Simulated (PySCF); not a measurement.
**Electron correlation in Mo²⁺ (molybdenum, charge +2)**

[Kr] 4d3 5p1, one real determinant (an excited configuration). Calculation: PySCF 2.14, in ANO-RCC-VTZP (7s6p4d2f1g, 68 functions); scalar relativity by spin-free X2C-1e. Frozen: [Kr]; 4 electrons correlated.

```
  level  correlation energy (mhartree)
   CCSD                         -32.69
    (T)                          -1.01
CCSD(T)                         -33.70
```

Diagnostics: T1 = 0.0070, D1 = 0.0188, largest double amplitude 0.104.

**Question.** Is a single reference adequate?

**Answer.** Mostly. T1 lies below 0.03, but a double amplitude of this size points to a near-degeneracy that CCSD handles and MP2 describes poorly.

The reference is one real determinant that mixes LS terms of this configuration.
